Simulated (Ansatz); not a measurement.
```yaml
crystal:
  periodic: [false, false, false]
  atoms:
    - {symbol: Au, position_ang: [-0.653885, 0.236458, -0.330620]}
    - {symbol: H, position_ang: [0.653885, -0.236458, 0.330620]}
basis:
  gaussian: {orbitals: def2-TZVPP}
hamiltonian: {xc: {name: B97}}
```

```sh
$ ansatz run in.yaml --threads 2 --pin off --events-out ev --progress --plain --max-ram 32768MiB --backend cpu
```

Shortened log:

```
Functional definition: B97
440 factors; their error is unknown
mean field evaluation 1: about -3709.0657 eV, gradient 2.4e1 eV
mean field evaluation 2: about -3708.0795 eV, gradient 3.5e1 eV
mean field evaluation 4: about -3710.0624 eV, gradient 3.3e-1 eV
mean field evaluation 8: about -3710.0931 eV, gradient 2.3e-3 eV
mean field -3710.09307305 eV, -136.3434056430 hartree, gradient 1.7e-5 eV, S^2 0.000000; 0 other end points of the search recorded, 0 dependent functions left out
reference -3710.09309345 eV, -136.3434063930 hartree; 10, 10 occupied and 60, 60 virtual orbitals, 440 factors
Total energy: -3710.09309345 eV, -136.3434063930 hartree
```

Hardware: 2 threads of an AMD EPYC 7R13 on a shared host. Wall time 1 s, peak host memory 0.16 GiB.
